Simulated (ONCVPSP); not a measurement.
manganese (Mn), ONCV: configuration errors across variants

* Element: manganese (Mn)
* Generator: ONCVPSP 4.0.1
* Type: optimised norm-conserving Vanderbilt (ONCV)
* Functional: PBE
* Relativity: scalar-relativistic
* Frozen core: [Ar]
* Valence charge: 7
* Reference configuration: 3d5 4s2
* Partial waves: 4s: rc 2.75 bohr, ncon 4, nbas 9, qcut 1.9 1/bohr, 2 projectors, debl 2 Ha; p scattering state at 0.39 Ha: rc 2.05 bohr, ncon 3, nbas 7, qcut 4.7 1/bohr, 2 projectors, debl 1.3 Ha; 3d: rc 1.20 bohr, ncon 4, nbas 8, qcut 11.8 1/bohr, 1 projector
* Local potential: polynomial inside 0.80 bohr (lpopt 5, dvloc0 1 Ha)
* Core correction: Teter function, fcfact 5.75, rcfact 1.6

All-electron excitation energies from the reference (eV): (1) 3d5 4s1 8.416; (2) 3d5 4s0 24.015; (3) 3d4 4s0 56.534; (4) 3d4 4s2 13.187.

A true bound ghost makes a file unfit for plane-wave use even where its test errors are small: the radial tests pick states by their node count and pass the ghost by.

Errors AE − PS in meV (a dash: test not solved or not reliable):

```tsv
change	(1)	(2)	(3)	(4)	bound ghosts	GHOST(+) flags above zero
base	-55	-392	-1056	-116	s	s, p
s: qcut 1.2	-55	-400	-1151	-86	s	s, p
s: qcut 1.3	-55	-400	-1148	-87	s	s, p
s: qcut 1.6	-55	-397	-1121	-96	s	s, p
s: qcut 1.7	-55	-397	-1102	-101	s	s, p
s: qcut 2	-55	-392	-1034	-124	s	s, p
s: qcut 2.3	-55	-386	-952	-153	s	s, p
s: qcut 2.4	-55	-384	-928	-163	s	s, p
s: qcut 2.9	-55	-378	-827	-202	s	p
```

Task: Give the same row for: s: qcut 2.6.

Result: -55, -381, -884, -180; bound ghosts: s; GHOST(+) flags above zero: s, p.
